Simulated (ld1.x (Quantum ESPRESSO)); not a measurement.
Configuration tests for molybdenum (RRKJ)

| Item | Value |
| --- | --- |
| Element | molybdenum |
| Generator | ld1.x (Quantum ESPRESSO) 7.5 |
| Type | norm-conserving RRKJ (Kleinman–Bylander form) |
| Functional | PBE |
| Relativity | fully relativistic |
| Frozen core | [Kr] |
| Valence charge | 6 |
| Reference configuration | 4d5 5s0.75 5p0 (charge +0.25) |
| Partial waves | 5p (bound, empty): rc 3.40 bohr; 4d (bound): rc 2.50 bohr; 4f channel at 0.05 Ry: rc 3.30 bohr; 5s (bound): rc 3.10 bohr |
| Local potential | the s channel |
| Core correction | none |
| rho0 | 0.001 |

Open shells are filled in proportion to 2j + 1 (rel_dist='average').

Energies are relative to the spin-unpolarised reference configuration 4d5 5s0.75 5p0; without spin polarisation the order of configurations can differ from experiment. The frozen-core shift is the all-electron ΔE with the core orbitals held at their reference shape minus the fully relaxed ΔE.

Give the all-electron excitation energy and the error of the potential for: 4d5 5s1 5p0; 4d5 5s0 5p0; 4d4 5s0 5p0; 4d4 5s1 5p1; 4d6 5s0 5p0; 4d5 5s0 5p1; 4d4 5s2 5p0.

```
valence configuration  charge  ΔE all-electron (eV)  error AE − PS (meV)  frozen-core shift (meV)
          4d5 5s1 5p0       0                -1.190                 +0.9                     +0.2
          4d5 5s0 5p0      +1                 5.701                  +17                     +1.5
          4d4 5s0 5p0      +2                21.161                 -8.2                      +76
          4d4 5s1 5p1       0                 2.546                  -67                      +52
          4d6 5s0 5p0       0                -0.428                  -30                      +18
          4d5 5s0 5p1       0                 1.948                 +1.2                     +0.3
          4d4 5s2 5p0       0                -0.992                  -26                      +47
```

Levels in the configuration 4d5 5s0 5p1:

```csv
level,all-electron (eV),pseudo (eV)
4d j=3/2,-5.157,-5.178
4d j=5/2,-4.947,-4.967
5p j=1/2,-1.817,-1.813
5p j=3/2,-1.709,-1.706
```
